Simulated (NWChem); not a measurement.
# C3H3N2, doublet; SMILES [c]1ncc[nH]1

```xyz
8

C     -1.1714     0.0439     0.0000
N     -0.5200     1.1435     0.0000
C      0.8239     0.7693     0.0000
C      0.9291    -0.5970     0.0000
N     -0.3849    -1.0652     0.0000
H      1.6124     1.5089     0.0000
H      1.7773    -1.2658     0.0000
H     -0.6887    -2.0267     0.0000
```
Atoms are numbered in this order, from 1.

All runs: NWChem. Spin-unrestricted. In the optimisation the excess spin sits in a' (Cs, its own frame). Geometry: optimised at B3LYP/6-31G* (spherical d), spin-unrestricted. No stability test was run on the SCF state. Vzz is the largest principal value of the second derivative of the potential at the nucleus (NWChem prints the opposite sign); η is the asymmetry. Non-relativistic.

Predict the results for CAM-B3LYP/def2-SVP. Quantities: Vzz N2 (a.u.); η N2; Vzz N5 (a.u.); η N5.


```json
{
  "Vzz N2 (a.u.)": "-0.807",
  "η N2": "0.23",
  "Vzz N5 (a.u.)": "-0.707",
  "η N5": "0.05"
}
```
